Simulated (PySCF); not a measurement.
SnF3, SMILES [Sn]([F])([F])[F], multiplicity 2.

The structure is a stationary point at r2SCAN-D4/def2-SVP. The multiplicity is an assumed one; other spin states were not compared. The isomer is the one that the SMILES or the coordinates give; other isomers of the formula were not compared. The def2 effective core potentials stand for the cores of Sn; spin–orbit coupling is left out.

Two levels are set side by side: PBE/def2-TZVPD (PySCF) and r2SCAN/def2-TZVPD (PySCF). Same geometry, gas phase. Differences are taken from unrounded values.

```csv
quantity,r2SCAN,PBE,PBE minus r2SCAN
α-spin orbital gap (eV),6.78,5.98,-0.80
β-spin orbital gap (eV),3.53,2.81,-0.72
dipole moment (D),3.20,3.07,-0.13
mean polarisability (bohr³),39.4,41.5,2.2
```

Rough cost on one machine, each run with all the roots and properties that it gave: r2SCAN against PBE about 3 times.
